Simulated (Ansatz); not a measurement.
Ansatz (a program for electronic structure) input (PBE0/def2-SVP):

Ansatz 0.2 input:
```yaml
crystal:
  periodic: [false, false, false]
  atoms:
    - {symbol: Si, position_ang: [-1.55689240, -0.01072249, 0.03241634]}
    - {symbol: Ge, position_ang: [0.73062527, 0.00503190, -0.01521248]}
    - {symbol: H, position_ang: [-2.28844008, 1.22713903, 0.33001745]}
    - {symbol: H, position_ang: [-2.28308120, -1.25862361, -0.23483298]}
    - {symbol: H, position_ang: [1.49677345, -1.27472892, -0.32310709]}
    - {symbol: H, position_ang: [1.49123289, 1.29530766, 0.26089327]}
basis:
  gaussian:
    orbitals: def2-SVP
hamiltonian:
  xc: {name: PBE0}
total_charge: 1
magnetization: {spin_polarized: true, initial_magnetization: 1}
```

End of the output:

```
integrals: 0.02 GiB planned
690 factors; integrals over basis functions are off by at most 1.2e-3 eV
mean field: 0.35 GiB planned
mean field evaluation 1: about -64431.0145 eV, gradient 7.7e0 eV
mean field evaluation 2: about -64431.2755 eV, gradient 4.6e0 eV
mean field evaluation 4: about -64431.3522 eV, gradient 2.0e-1 eV
mean field evaluation 8: about -64431.3754 eV, gradient 3.3e-2 eV
mean field evaluation 16: about -64431.3755 eV, gradient 5.1e-5 eV
mean field -64431.37545556 eV, -2367.8093748369 hartree, gradient 5.1e-5 eV, S^2 0.753490; 0 other end points of the search recorded, 0 dependent functions left out
reference -64431.37548045 eV, -2367.8093757518 hartree; 25, 24 occupied and 45, 46 virtual orbitals, 690 factors
Total energy: -64431.37548045 eV, -2367.8093757518 hartree
```
